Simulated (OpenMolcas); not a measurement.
Ir5+ among 6 point charges of -1.7 e arranged as a tetragonal octahedron (D4h), 2.26 Å from the ion, with the axial distance 2.463 Å.

```
Program             : OpenMolcas 26.06
Method              : CASSCF
Basis               : ANO-RCC-VDZP [7s6p4d2f]
Scalar Hamiltonian  : DKH2, point nucleus
Active space        : 4 electrons in 5 orbitals (5d)
State averaging     : 2S+1 = 5 even, 5 roots; 2S+1 = 3 even, 45 roots; 2S+1 = 1 even, 50 roots
Spin-orbit coupling : state interaction with AMFI integrals over the reference wave functions
```

(1) What is the spin-free ground state (labels of D4, the rotations of D4h)?

(2) Where is the first state of the same spin?

(3) What are the lowest two levels with spin-orbit coupling?

(4) What is χT at 300 K?

## Answers

(1) 5B1, 1-fold in its orbital part, 100 % from free-ion D terms; it has the highest spin that d4 allows.

(2) 5A1 at 3150 cm-1 above the ground state.

(3) A 1-fold level A1, then a 1-fold level A2 4536 cm-1 above it. Their leading multiplicities are 5 (65 %) and 5 (85 %).

(4) 0.05 cm3 K/mol.

Spin-orbit coupling mixes the spin-free states strongly: the lowest level takes only 22 % from its leading state, 5B1. Without dynamic correlation the repulsion within the d shell is too large (B by tens of per cent), so at a given field states of lower spin stand too high. Point charges give a weaker field than real ligands, and real ions of this kind are as a rule low spin; the high spin found here belongs to the model. Point charges carry no covalency, so the field is a model and not that of real ligands. No measured value stands beside these numbers.
